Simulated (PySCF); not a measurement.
Ranking problems on computed properties.

Species are written as SMILES; each is one conformer at its optimised geometry, gas phase, non-relativistic unless stated. Electronic properties by PySCF.

Dipoles, sizes and rotational constants follow the conformer. The torsions of the flexible species, by atom-mapped SMILES:
- `[CH3:1][NH:2][C:3](=[O:4])[C@@H:5]([CH3:6])[CH:7]=[O:8]`: C1–N2–C3–O4 -5°, N2–C3–C5–C6 176°, C3–C5–C7–O8 68°
- `[CH:1]#[C:2][Si@@H:3]([NH2:4])[O:5][CH:6]=[CH2:7]`: C2–Si3–O5–C6 42°, Si3–O5–C6–C7 167°, H–N4–Si3–C2 -67°, H–N4–Si3–C2 152°
- `[NH2:1][SiH2:2][S:3][SiH3:4]`: N1–Si2–S3–Si4 -61°, H–N1–Si2–S3 -39°, H–N1–Si2–S3 -178°
- `[CH2:1]=[CH:2][CH2:3][CH:4]=[CH2:5]`: C1–C2–C3–C4 117°, C2–C3–C4–C5 117°
- `[CH2:1]=[CH:2][CH:3]1[CH2:4][CH2:5]1`: C1–C2–C3–C4 -145°

The conformers of `N#C[C@H]1SCCC1=O` aren't listed.

Problem. Rank by HOMO energy, lowest first (PBE0/def2-SVPD at GFN2-xTB geometries).
A. `N#C[C@H]1SCCC1=O`
B. `[C@H](C(=O)NC)(C)C=O`
C. `N[SiH2]S[SiH3]`
D. `C(=C)O[Si@H](N)C#C`

Solution. B (-7.57 eV), A (-7.45 eV), C (-7.26 eV), D (-6.85 eV).

Problem. Rank by HOMO–LUMO gap, lowest first (PBE0/def2-SVPD at GFN2-xTB geometries).
A. `C#C[Si@@H](N)OC=C`
B. `N#C[C@H]1SCCC1=O`
C. `[C@H](C)(C=O)C(NC)=O`
D. `C=CCC=C`
E. `N[SiH2]S[SiH3]`

Solution. B (5.66 eV), C (6.09 eV), A (6.39 eV), E (7.14 eV), D (7.27 eV).

Problem. Rank by static isotropic polarisability, lowest first (PBE0/def2-SVPD at GFN2-xTB geometries).
A. `CNC(=O)[C@@H](C)C=O`
B. `[Si@@H](OC=C)(N)C#C`
C. `C=CCC=C`
D. `N#C[C@H]1SCCC1=O`
E. `C=CC1CC1`

Solution. E (60.2 au), C (63.0 au), A (74.6 au), D (79.8 au), B (83.2 au).

Problem. By how much do the two ends of that ranking differ?

Solution. By 23.0 au, between `C#C[Si@@H](N)OC=C` and `C=CC1CC1`.

Problem. Rank by smallest rotational constant, lowest first (GFN2-xTB).
A. `[Si@H](OC=C)(C#C)N`
B. `O=C([C@H](C=O)C)NC`
C. `C=CCC=C`
D. `N[SiH2]S[SiH3]`

Solution. A (1.061 GHz), B (1.150 GHz), D (1.632 GHz), C (2.392 GHz).

Problem. By how much do the two ends of that ranking differ?

Solution. By 1.331 GHz, between `C=CCC=C` and `C#C[Si@@H](N)OC=C`.

Problem. Rank by electronic spatial extent ⟨r²⟩ about the centre of nuclear charge, highest first (PBE0/def2-SVPD at GFN2-xTB geometries).
A. `C=CC1CC1`
B. `CNC(=O)[C@@H](C)C=O`
C. `N[SiH2]S[SiH3]`
D. `C#C[Si@@H](N)OC=C`
E. `C=CCC=C`

Solution. D (1105 bohr²), B (1048 bohr²), C (784 bohr²), E (555 bohr²), A (475 bohr²).

Problem. Give the two extremes of that set in Å².

Solution. `C=CC1CC1`: 133 Å²; `C#C[Si@@H](N)OC=C`: 310 Å².

Problem. Rank by lowest singlet excitation, highest first (TDDFT PBE0/def2-SVPD at GFN2-xTB geometries).
A. `C=CC1CC1`
B. `N[SiH2]S[SiH3]`
C. `C#C[Si@@H](N)OC=C`
D. `N#C[C@H]1SCCC1=O`
E. `C=CCC=C`

Solution. A (6.91 eV), E (6.51 eV), B (5.87 eV), C (5.39 eV), D (4.15 eV).

Problem. By how much do the two ends of that ranking differ?

Solution. By 2.76 eV, between `C=CC1CC1` and `N#C[C@H]1SCCC1=O`.
